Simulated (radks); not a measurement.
The numbers below are computed, except where a source is named.
Coulomb parameter of the 4f shell of the dysprosium ion Dy2+ in the model configuration [Xe] 4f8.5 6s1.5, as a second difference U = [E(n + 0.5) + E(n - 0.5) - 2 E(n)] / (0.5)^2 with all orbitals relaxed. "Bare": the charge of the atom changes with n. "Screened": the 6s shell takes up the change at fixed total charge, which measures U(4f,4f) + U(6s,6s) - 2 U(4f,6s). Code: a radial shooting solver on a logarithmic mesh with Libxc functionals. Model: scalar-relativistic Kohn-Sham, r2SCAN, spin-unpolarised, spherical densities, finite nucleus; meta-GGA in the generalised Kohn-Sham scheme; Fermi nuclear charge, rms radius 5.2218 fm.

case              configuration  E - E(n) (eV)
start          [Xe] 4f8.5 6s1.5          0.000
bare +0.5        [Xe] 4f9 6s1.5        -13.163
bare -0.5        [Xe] 4f8 6s1.5         17.879
screened +0.5      [Xe] 4f9 6s1         -5.722
screened -0.5      [Xe] 4f8 6s2          7.766

U(bare) = 18.866 eV, U(screened by 6s) = 8.176 eV, against the Slater integral F0(4f,4f) = 32.195 eV with frozen orbitals.
